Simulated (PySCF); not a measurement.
**AsH₂⁺: bending curve**

These are results of PBE0/[As def2-TZVP, H def2-TZVP], no relativity, density fitting, PySCF, not measurements.

Rigid scan from the singlet minimum (As–H 1.530 Å (×2); H–As–H 91.0°). Coordinate: the H–As–H angle, bonds fixed. Energies in kJ/mol from the minimum.

Problem. Predict the curve at 80, 90, 100, 110, 120, 130, 140, 150, 160, 170, 180.

Solution. 
| bond angle (°) | E (kJ/mol) | dipole size (D, about the centre of mass) |
| --- | --- | --- |
| 80 | 7.9 | 1.05 |
| 90 | 0.1 | 1.10 |
| 100 | 5.2 | 1.15 |
| 110 | 22.5 | 1.22 |
| 120 | 51.2 | 1.29 |
| 130 | 90.2 | 1.34 |
| 140 | 138.2 | 1.36 |
| 150 | 192.6 | 1.32 |
| 160 | 248.5 | 1.17 |
| 170 | 295.2 | 0.75 |
| 180 | 314.6 | 0.00 |

With the bonds held, the linear shape lies 314.6 kJ/mol from the minimum.

Other isomers or separated fragments may lie lower.

The scan took about 19 core-seconds on a shared host.
